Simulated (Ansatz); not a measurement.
Basis-set series for CH₈N₂Si (`C[SiH](N)N`). Charge 0, multiplicity 1. All single points use the PBE0-D4/def2-TZVP geometry. It is one conformer, not always the lowest.

```csv
functional,basis,functions,energy (Eh),HOMO (eV),LUMO (eV)
PBE0-D4,def2-TZVPP,247,-441.77385,-7.02,1.06
PBE0-D4,def2-QZVPP,481,-441.79399,-7.07,0.57
ωB97M-V,def2-TZVPP,247,-441.97501,-9.37,2.43
ωB97M-V,def2-QZVPP,481,-441.99400,-9.42,1.68
```

Question: Give the rows for def2-SVP. (Estimate.)

Answer: The calculation gave: 
| functional | basis | functions | energy (Eh) | HOMO (eV) | LUMO (eV) |
| --- | --- | --- | --- | --- | --- |
| PBE0-D4 | def2-SVP | 100 | -441.48163 | -6.75 | 1.82 |
| ωB97M-V | def2-SVP | 100 | -441.67356 | -9.10 | 3.42 |

Positive LUMOs are unbound and depend on the basis.

Computed with Ansatz.
